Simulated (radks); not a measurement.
Effect of the nuclear size on the chlorine ion Cl+, [Ne] 3s2 3p4. Method: Dirac Kohn-Sham, LDA (Slater exchange, Perdew-Wang correlation), spin-unpolarised, spherical densities, finite nucleus; open shells are shared between the two j in proportion to 2j + 1; Fermi nuclear charge, rms radius 3.3654 fm; computed with a radial shooting solver on a logarithmic mesh with Libxc functionals. The rms radius is varied about that value; shifts are against it.

| rms radius (fm) | total energy shift (eV) | density at nucleus (e/bohr^3) | 1s1/2 shift (meV) | 2s1/2 shift (meV) |
|---|---|---|---|---|
| 2.9245 | -0.00341 | 3576 | -1.44 | -0.104 |
| 3.1366 | -0.00183 | 3571 | -0.770 | -0.056 |
| 3.3654 | 0 | 3567 | 0.000 | 0.000 |
| 3.6986 | 0.00289 | 3560 | 1.22 | 0.088 |
| 3.9442 | 0.00519 | 3556 | 2.18 | 0.159 |

Slopes of the eigenvalues against <r^2> in GHz/fm^2, as finite differences over the two radii next to the reference (eigenvalue slopes, not the field-shift constants of lines): 1s1/2 125, 2s1/2 9.08.
